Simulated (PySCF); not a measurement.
YI₂, SMILES [I][Y][I] (connectivity only; charge and spin as stated), neutral, multiplicity 2. Atoms are numbered in the order given.

```xyz
3

Y      0.0000     0.0000     0.9215
I      0.0000    -2.4996    -0.3391
I      0.0000     2.4996    -0.3391
```
Charge 0, spin multiplicity 2.

Geometry optimised at r2SCAN-D4/def2-SVP. The def2 effective core potentials stand for the cores of I, Y; spin–orbit coupling is left out.

These are TDA-PBE/def2-SVPD (PySCF) values and carry that method's errors.

Vertical excitations. 

Computed lowest excited states:
| state | energy (eV) | λ (nm) | f | main pairs |
|---|---|---|---|---|
| root 1 | 0.78 | 1581 | 0.007 | α HOMO→LUMO 99 % |
| root 2 | 0.82 | 1507 | 0.011 | α HOMO→LUMO+1 99 % |
| root 3 | 1.35 | 917 | 0.000 | α HOMO→LUMO+2 100 % |
| root 4 | 1.52 | 818 | 0.005 | α HOMO→LUMO+3 100 % |
| root 5 | 2.50 | 495 | 0.083 | α HOMO→LUMO+4 98 % |
| root 6 | 2.93 | 422 | 0.178 | α HOMO→LUMO+5 93 % |
| root 7 | 3.19 | 388 | 0.000 | α HOMO−1→LUMO 99 % |
| root 8 | 3.21 | 387 | 0.002 | α HOMO−1→LUMO+1 94 % |
| root 9 | 3.27 | 379 | 0.000 | α HOMO−2→LUMO 94 % |
| root 10 | 3.29 | 377 | 0.004 | α HOMO−2→LUMO+1 93 % |
Unrestricted roots are not spin-pure.
